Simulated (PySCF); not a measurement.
**Electron correlation in Ta (tantalum, neutral)**

[Xe] 4f14 5d3 6s2, high-spin 4F determinant. All numbers are calculated (PySCF 2.14, scalar relativity through the core potential, in def2-TZVPPD with the def2 core potential (60 electrons) (6s5p3d2f1g, 59 functions)). Frozen: 5s2 5p6; 5 electrons correlated.

```
  level  correlation energy (mhartree)
   CCSD                         -81.63
    (T)                          -4.48
CCSD(T)                         -86.11
```

Diagnostics: T1 = 0.025, D1 = 0.0699, largest double amplitude 0.058.

Task: Is a single reference adequate?

Result: Yes, within this model without spin-orbit coupling: T1 lies below 0.03 and no double amplitude reaches 0.07.
